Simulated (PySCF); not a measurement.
## Polarisability and C₆ of Cl⁺ (chlorine, charge +1)

[Ne] 3s2 3p4, high-spin 3P determinant. Computed with PySCF 2.14 in aug-cc-pCVTZ-DK (8s7p5d3f, 75 functions), with the spin-free X2C one-electron Hamiltonian (Gaussian nucleus). Coupled (time-dependent) response in atomic units; α is the mean over directions.

```csv
method,mean α (bohr³),"α xx, yy, zz",C₆ (like pair),S(−4)
UHF,8.564,"8.450, 8.791, 8.450",40.53,17.37
PBE,8.813,"8.624, 9.189, 8.624",41.93,18.89
PBE0,8.671,"8.510, 8.994, 8.510",41.09,18.03
B3LYP,8.755,"8.579, 9.106, 8.579",41.55,18.54
PW91,8.773,"8.588, 9.141, 8.588",41.66,18.69
```

S(−4) is the Cauchy moment in α(ω) = α(0) + S(−4) ω² + …

α(iu) at PBE:

| u (hartree) | α(iu) (bohr³) |
| --- | --- |
| 0 | 8.813 |
| 0.0500 | 8.766 |
| 0.100 | 8.628 |
| 0.200 | 8.125 |
| 0.300 | 7.418 |
| 0.500 | 5.847 |
| 0.750 | 4.193 |
| 1.00 | 3.039 |
| 1.50 | 1.742 |
| 2.00 | 1.115 |
| 3.00 | 0.5744 |
| 5.00 | 0.2481 |

A single London oscillator, α(iu) = α/(1 + u²/ω²), gives C₆ = (3/4) ω α². Matching the computed C₆ needs ω = 4 × 41.93 / (3 × 8.813²) = 0.720 hartree.

For an ion, C₆ is the dispersion term alone; charge-induced terms of lower order in 1/R come first.

The components differ because the open shell of this determinant is not spherical; for a pure term their mean is the scalar polarisability.
